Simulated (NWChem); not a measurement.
Species: PbHSCl, singlet; SMILES [Pb]([Cl])[SH]

```xyz
4

Pb     0.5037    -0.0123     0.0012
Cl    -1.1030     1.9109    -0.0011
S     -1.2844    -1.8627     0.0019
H     -0.3283    -2.8385     0.0020
```
Atoms are numbered in this order, from 1.

Computed with NWChem. Low-valent species are run as closed-shell singlets; no triplet was tried in these runs. Coordinates come from a PBE-D3(BJ)/def2-SVP optimisation. def2 effective core potentials on Pb; no spin-orbit coupling. Level: PBE0/def2-SVPD; rows give the wavelength of the field.

For field static:

- anisotropy (bohr³): 44.8

How do the values read with field 1065 nm instead?


| Item | Result |
|---|---|
| anisotropy (bohr³) | 46.4 |
